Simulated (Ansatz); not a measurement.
Input and output for C$_{2}$H$_{5}$F$_{2}$NSi, SMILES `C[SiH]1NC1(F)F`.

```yaml
crystal:
  periodic: [false, false, false]
  atoms:
    - {symbol: C, position_ang: [0.721674, -1.595998, -0.473333]}
    - {symbol: Si, position_ang: [0.587289, 0.120945, 0.204088]}
    - {symbol: N, position_ang: [-0.858343, 0.608153, 0.977241]}
    - {symbol: C, position_ang: [-0.747395, 1.341196, -0.202428]}
    - {symbol: F, position_ang: [-1.750988, 1.181850, -1.108166]}
    - {symbol: F, position_ang: [-0.604758, 2.688563, -0.064717]}
    - {symbol: H, position_ang: [-0.219083, -1.900072, -0.934202]}
    - {symbol: H, position_ang: [0.966915, -2.302697, 0.324420]}
    - {symbol: H, position_ang: [1.517487, -1.648115, -1.220781]}
    - {symbol: H, position_ang: [1.876356, 0.629982, 0.734366]}
    - {symbol: H, position_ang: [-1.423754, 0.819195, 1.784214]}
basis:
  gaussian: {orbitals: cc-pVDZ, final_grid: {core_spheres: 5, valence_spheres: 4, degree: 11}}
magnetization: {spin_polarized: false, initial_magnetization: 2}
hamiltonian: {xc: {name: rPW86-PBE}, dispersion: rvv10}
output: {forces: true}
```

```sh
$ ansatz run in.yaml --threads 4 --pin off --events-out ev --progress --plain --max-ram 10444MiB
```

Output, abridged:

```
Functional definition: rPW86-PBE+rVV10
1358 factors; their error is unknown
mean field evaluation 1: about -16956.5804 eV, gradient 7.6e1 eV
mean field evaluation 2: about -16916.1791 eV, gradient 1.4e2 eV
mean field evaluation 4: about -16967.0372 eV, gradient 2.8e1 eV
mean field evaluation 8: about -16969.8028 eV, gradient 3.4e0 eV
mean field evaluation 16: about -16956.6001 eV, gradient 7.6e1 eV
mean field evaluation 64: about -16955.6246 eV, gradient 7.2e1 eV
mean field -16969.83197155 eV, -623.6298223891 hartree, gradient 1.4e-5 eV, S^2 2.000000; 8 other end points of the search recorded, 0 dependent functions left out
reference -16969.83205063 eV, -623.6298252954 hartree; 29, 27 occupied and 84, 86 virtual orbitals, 1358 factors
Total energy: -16969.83205063 eV, -623.6298252954 hartree
Atom 0 at     0.721674    -1.595998    -0.473333 Å, force    -0.274185    -0.456420    -0.456972 eV/Å
Atom 1 at     0.587289     0.120945     0.204088 Å, force     6.821900    -2.891764     0.083932 eV/Å
Atom 2 at    -0.858343     0.608153     0.977241 Å, force    -0.890157    -0.380811    -1.043775 eV/Å
Atom 3 at    -0.747395     1.341196    -0.202428 Å, force    -5.157577     3.260708     0.648350 eV/Å
Atom 4 at    -1.750988     1.181850    -1.108166 Å, force    -0.294482    -0.469656    -1.079315 eV/Å
Atom 5 at    -0.604758     2.688563    -0.064717 Å, force     0.364192     0.565283     0.086256 eV/Å
Atom 6 at    -0.219083    -1.900072    -0.934202 Å, force    -0.430369    -0.283598    -0.218648 eV/Å
Atom 7 at     0.966915    -2.302697     0.324420 Å, force    -0.048492    -0.484226     0.454859 eV/Å
Atom 8 at     1.517487    -1.648115    -1.220781 Å, force     0.262619     0.071756    -0.210877 eV/Å
Atom 9 at     1.876356     0.629982     0.734366 Å, force     0.012295     0.035139     0.532339 eV/Å
Atom 10 at    -1.423754     0.819195     1.784214 Å, force    -0.365746     1.033589     1.203850 eV/Å
Dipole moment:    -0.333640    -0.132514     0.174566 e Å
```

It took 11 s on 4 threads of an Arm Neoverse V2 on a shared host, with 0.29 GiB of host memory at the peak.
